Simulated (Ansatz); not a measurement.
Molecule: ZnS, charge 0, multiplicity 1. SMILES: [S]=[Zn]
Geometry: optimised at B3LYP-D3(BJ)/def2-TZVP (Ansatz, a quantum-chemistry and plane-wave program).

Wanted: vertical triplet-singlet gap, E(triplet) - E(singlet), in eV. Conventions: UHF or UKS for open shells; spin-orbit terms left out; each state is the SCF solution reached for its charge and spin; frozen cores in correlated levels (noble-gas shells and the d and f shells of earlier blocks); non-relativistic; 6-31G* and kin with 6d, 5d where marked. Ab initio and DFT rows: single points at B3LYP-D3(BJ) geometries (Ansatz). The Hartree-Fock reference of [S]=[Zn] is unstable towards a lower, spin-broken solution. Levels can end on unlike triplets.

```csv
species,coefficient,"E at MP2/6-31G* (Ansatz), Eh","E at PBE0/def2-TZVPD (Ansatz), Eh"
"charge 0, triplet",+1,-2175.32237,-2177.15857
"charge 0, singlet",-1,-2175.34026,-2177.17170
```

 1 Eh = 27.2114 eV.

Task: Work the quantity out at each level.

Result: 
- MP2/6-31G*: the sum of coefficient times E is 0.01789 Eh, or 0.487 eV. Result: 0.49 eV.
- PBE0/def2-TZVPD: the sum of coefficient times E is 0.01313 Eh, or 0.357 eV. Result: 0.36 eV.
